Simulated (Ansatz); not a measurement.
Consider the hydrogenolysis of a C–F bond: `C[SiH2]C(C)F` + H₂ → `CC[SiH2]C` + H–F.

Gas-phase electronic energies from Ansatz, PBE0-D4/def2-TZVP geometries. CCSD(T)/CBS is the MP2 limit (def2-TZVPP, def2-QZVPP) plus CCSD(T) − MP2 in def2-TZVPP, frozen cores. This one scheme is used for every species. Functionals use def2-TZVPP. Each species was taken in one conformer, which may not be the lowest.

Problem. Is it downhill or uphill in electronic energy at CCSD(T)/CBS, and by how much? (Best estimate.)

Solution. Ansatz gave: Downhill: ΔE = -113.2 kJ/mol.

Problem. What do these levels give: PBE-D4, CAM-B3LYP-D4, ωB97M-V, HF/def2-SVP, MP2/def2-SVP, CCSD/def2-SVP? (Estimate.)

Solution. Computed: PBE-D4 -98.7, CAM-B3LYP-D4 -98.7, ωB97M-V -102.0, HF/def2-SVP -105.6, MP2/def2-SVP -108.1, CCSD/def2-SVP -103.8 kJ/mol.

Problem. What do rigid-rotor, harmonic-oscillator terms from PBE0-D4/def2-TZVP frequencies (298.15 K, 1 bar) make of the CCSD(T)/CBS value? (Best estimate.)

Solution. The calculation gave: ΔZPE = +18.2 kJ/mol, ΔH = -96.9 kJ/mol, ΔS = 23 J/(mol·K), ΔG = -103.9 kJ/mol.

Largest T1 diagnostic among the species: 0.011.

From r2SCAN to r2SCAN0 (25 % exact exchange), in def2-TZVPP and without D4, ΔE moves by −9.3 kJ/mol. At CCSD(T), def2-SVP lies +12.3 kJ/mol from the extrapolated value and def2-TZVPP +1.6 kJ/mol.
